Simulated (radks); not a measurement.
Spherical jellium clusters: N electrons in a uniform positive sphere of charge N and radius rs N^(1/3), rs = 2.68 bohr. Method: non-relativistic Kohn-Sham, LDA (Slater exchange, Perdew-Wang correlation), spin-polarised, spherical densities; computed with a radial shooting solver with Libxc functionals. Levels are named by radial order and angular momentum (1s, 1p, 1d, 2s, ...), and open shells are averaged over m.

N = 3, configuration 1s2 1p(up 1, down 0). This is the lowest configuration that the search found. Occupied and some empty levels:

level    occupation  eigenvalue (eV)  <r> (bohr)
1s up             1          -5.8548       3.113
1s down           1          -5.4344       3.089
1p up             1          -2.3653       4.627
1p down           0          -1.9264       4.766
2s up             0         -0.61187       8.555
2s down           0         -0.46117       9.253

Energy (eV): total -2.66426, kinetic 9.0634, external -67.833, Hartree 30.889, exchange-correlation -12.800, background 38.016.

Electron density:

r (bohr)  n(r) (e/bohr^3)
0.360             0.01727
0.761             0.01663
1.16              0.01555
1.56              0.01407
1.96              0.01228
2.37              0.01028
2.77             0.008238
3.17             0.006306
3.57             0.004619
3.97             0.003258
4.37             0.002237
4.77             0.001511
5.17             0.001010
5.57            0.0006721
5.97            0.0004457
6.38            0.0002952
6.78            0.0001955
7.18            0.0001296
7.58           0.00008595
7.98           0.00005707
